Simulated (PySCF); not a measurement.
From one molecule to another.

First species: C3H11N3Si2.
Cartesian coordinates in Å at the GFN2-xTB level; atoms count from 1:
```
atom  x, y, z in Å
C1     2.911   -0.336   -0.084
Si2    1.396   -1.441    0.184
N3     0.197   -0.516    0.996
C4    -0.238    0.809    0.590
Si5   -1.460    0.812   -0.882
N6    -2.506   -0.536   -0.671
C7    -2.580    2.300   -0.733
N8    -3.247    3.227   -0.659
H9     3.773   -0.931   -0.370
H10    3.170    0.206    0.821
H11    2.745    0.393   -0.872
H12    0.984   -1.972   -1.135
H13    1.648   -2.557    1.099
H14   -0.558   -1.023    1.431
H15    0.653    1.382    0.329
H16   -0.684    1.304    1.459
H17   -0.767    0.945   -2.173
H18   -3.349   -0.611   -1.217
H19   -2.097   -1.448   -0.536
```

Second species: C5H11FOSi.
SMILES: `C[Si]1(C)C[C@@H](F)CO1`

Levels: PBE0/pcSseg-1 for HOMO energy, LUMO energy and HOMO–LUMO gap. Geometries: GFN2-xTB. All species are isolated and taken at one optimised geometry, non-relativistic unless stated. Electronic properties by PySCF.

The conformers computed, where there is a choice (atom-mapped SMILES and torsion angles):
- `[CH3:1][SiH2:2][NH:3][CH2:4][Si@@H:5]([NH2:6])[C:7]#[N:8]`: C1–Si2–N3–C4 49°, Si2–N3–C4–Si5 79°, N3–C4–Si5–N6 38°, H–N6–Si5–C4 167°, H–N6–Si5–C4 -53°

The conformers of `C[Si]1(C)C[C@@H](F)CO1` aren't listed.

```tsv
property	column X	column Y
HOMO energy	-6.77 eV	-7.68 eV
LUMO energy	-0.51 eV	1.22 eV
HOMO–LUMO gap	6.26 eV	8.90 eV
```

**Question.** Which column belongs to which species?

**Answer.** Column X is the first species and column Y the second. The first has 19 atoms and 78 electrons, the second 19 and 72.

**Question.** How does each property change from the first species to the second?

**Answer.** HOMO energy -0.91 eV; LUMO energy +1.73 eV; HOMO–LUMO gap +2.64 eV.

